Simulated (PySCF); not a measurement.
[Cr(OH)6]-: Cr(V) (d1), charge -1. The structure is a model geometry with rigid ligands and bond lengths from ionic radii, not a minimum; coordination octahedral, point group S6, metal–donor distances 1.82 Å.

The d shell alone is too small an active space for [Cr(OH)6]- (an active orbital has only 0.62 squared overlap with the free ion's shell): its levels, fitted parameters, g values and moments show what this model gives and aren't sound predictions.

Method (PySCF 2.14, density fitting): CASSCF(1,5) with orbitals averaged over all microstates of the shell, strongly contracted NEVPT2 on the averaged canonical orbitals; basis x2c-TZVPall on the metal, x2c-SVPall elsewhere; spin-free X2C; gas phase; spin-orbit coupling by state interaction with the mean-field operator over all roots.

CASSCF energies above the lowest CASSCF root:

```csv
state,CASSCF / cm⁻¹
2Eg (from 2T2g),0
2Ag (from 2T2g),867
2Eg,29132
```

**Question.** How does dynamic correlation (SC-NEVPT2) move these states?

**Answer.** 
| state | NEVPT2 / cm⁻¹ | shift / cm⁻¹ |
| --- | --- | --- |
| 2Eg (from 2T2g) | 0 | 0 |
| 2Ag (from 2T2g) | 806 | -62 |
| 2Eg | 32716 | +3583 |

In the ligand-field fit 10Dq goes from 28843 to 32447 cm⁻¹. The symmetry is lower than cubic, so 10Dq is the difference of the means of the two sets.

The geometry is a model, and the complex may not exist in this form. Charge-transfer states lie outside this active space and may come lower than some of these levels. The ground state is orbitally degenerate in this regular structure, which would distort (Jahn–Teller). NEVPT2 lifts 2Eg from 29132 to 32716 cm⁻¹; on the d shell alone it tends to overshoot states that fill the eg-type orbitals. NEVPT2 on the d shell alone tends to put d–d bands too high for such charged or covalently bound ions.
